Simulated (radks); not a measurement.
All-electron atom: Hg39+ in [Kr] 4d4 5p1 (not the ground configuration). Method: scalar-relativistic Kohn-Sham, PBE, spin-polarised, spherical densities, point nucleus; open shells are filled with parallel spins first (spin-orbit coupling, left out, can overturn this in heavy ions); computed with a radial shooting solver on a logarithmic mesh with Libxc functionals.

Normalised radial functions P(r) = r R(r), r in bohr:

r	4s down	4d up
0.0006267	0.1521	0.0000
0.00092	0.2020	0.0000
0.001351	0.2647	0.0001
0.001999	0.3416	0.0002
0.002935	0.4247	0.0006
0.004309	0.5024	0.0017
0.006326	0.5468	0.0047
0.009287	0.5107	0.0130
0.01374	0.3260	0.0356
0.02018	-0.0429	0.0909
0.02963	-0.5308	0.2165
0.04349	-0.8451	0.4627
0.06386	-0.5201	0.8373
0.09375	0.5283	1.1583
0.1387	1.2276	0.9249
0.2037	0.1166	-0.2455
0.2991	-1.7213	-1.6182
0.4391	-1.6878	-1.6746
0.6446	-0.4997	-0.6456
0.954	-0.0347	-0.0707
1.401	-0.0004	-0.0015
2.056	0.0000	0.0000

4s down: eigenvalue -2288.5 eV, 3 radial nodes at r = 0.0195, 0.0787, 0.208 bohr, <r> = 0.366 bohr, 90 % of the charge inside 0.519 bohr. 4d up: eigenvalue -1849.4 eV, 1 radial node at r = 0.191 bohr, <r> = 0.379 bohr, 90 % of the charge inside 0.552 bohr.
